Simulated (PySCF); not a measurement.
trans-1,3,3,3-tetrafluoropropene (C3H2F4), SMILES FC(F)(F)/C=C/F. Heavy atoms are numbered as in [F:1]/[CH:2]=[CH:3]/[C:4]([F:5])([F:6])[F:7]. Hydrogens are named by the atom that carries them.

The structure is a stationary point at B3LYP-D3(BJ)/def2-SVP.

These are PBE/pcSseg-1 in PySCF values and carry that method's errors.

GIAO shieldings, no solvent; atoms alike by connectivity are averaged. δ = σ(ref) − σ: ¹⁹F against CFCl3 (σ = 133.6 ppm); ¹³C against TMS (σ = 182.0 ppm); ¹H against TMS (σ = 31.49 ppm), references at their B3LYP-D3(BJ)/def2-TZVP geometries, non-relativistic.

### Question
Estimate the chemical shifts. (An estimate is asked for; the answer gives what the named calculation found.)

### Answer

```
nucleus    atoms  count  δ (ppm)
-------  -------  -----  -------
¹⁹F           F5      3    -98.6
¹⁹F           F1      1   -124.9
¹³C      C2 (CH)      1    168.2
¹³C           C4      1    137.9
¹³C      C3 (CH)      1    110.9
¹H       H on C2      1     7.61
¹H       H on C3      1     5.77
```
